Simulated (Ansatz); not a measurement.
Isolated molecules relaxed with PBE0-D4/def2-TZVP in Ansatz; ΔE leaves out vibrations. CCSD(T)/CBS adds triple-zeta CCSD(T) − MP2 to the extrapolated MP2 energy (def2 sets, frozen cores). This one scheme is used for every species. DFT in def2-TZVPP. For Br outer-core shells are correlated without core-valence functions, which leaves a few kJ/mol of doubt a bond. Scalar relativity is left out up to krypton. One conformer a species, not always the lowest.

Consider the formal exchange of groups at the Si–Br bond: `C[Si](N)(O)Br` + BH₃ → `B[Si](C)(N)O` + HBr.

```csv
level,ΔE (kJ/mol)
B2PLYP,141.8
CCSD/def2-TZVPP,138.4
```

**Question.** What does CCSD(T)/CBS give? (Estimate.)

**Answer.** The calculation gave: +142.8 kJ/mol. The listed levels differ from it by -1.0, -4.4 kJ/mol.

Largest T1 diagnostic among the species: 0.011.

In def2-TZVPP, CCSD(T) changes the Hartree–Fock value by −17.8 kJ/mol (the triples alone add −0.7 kJ/mol) and MP2 by −4.7 kJ/mol. The D4 term adds +3.8 kJ/mol with B3LYP and +1.8 kJ/mol with PBE0; it sums over pairs of atoms, weighted by their polarisabilities, and B3LYP, whose exchange is more repulsive, gets the larger term.

B3LYP here is the variant with VWN-RPA as its local correlation; programs differ in this.
